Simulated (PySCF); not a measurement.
## PySCF run on SiSb⁻

The script input.py:

```python
from pyscf import gto, dft

mol = gto.M(
    atom='Si 0 0 0; Sb 0 0 2.451',
    basis='sbkjc',
    ecp={'Si': 'sbkjc', 'Sb': 'sbkjc'},
    charge=-1,
    spin=0,
    verbose=3,
)
mf = dft.RKS(mol, xc='mn15l')
mf.kernel()
mf.dip_moment()
print('orbital energies (hartree):', mf.mo_energy[..., max(0, mol.nelec[1]-3):mol.nelec[0]+3].round(4))
```

```bash
$ OMP_NUM_THREADS=1 python input.py
```

Output:

```
converged SCF energy = -9.27338244029137

WARN: System has nonzero charge -1; the dipole moment is origin-dependent.
Location of origin: [0. 0. 0.]

Dipole moment(X, Y, Z, Debye):  0.00000, -0.00000, -6.72226
orbital energies (hartree): [-0.0138 -0.0027 -0.0027  0.0873  0.0873  0.1755]
```

In short: E(SCF) = -9.273382 Eh.

Hardware: Intel Xeon Platinum 8259CL @ 2.50GHz, 1 thread, shared host. Wall time 2.2 s, peak memory 0.14 GiB.

The basis has no diffuse functions, which an anion needs. Stability towards an unrestricted solution was not tested. The bond length is a typed value, not an optimised one. The dipole of an ion depends on the origin.
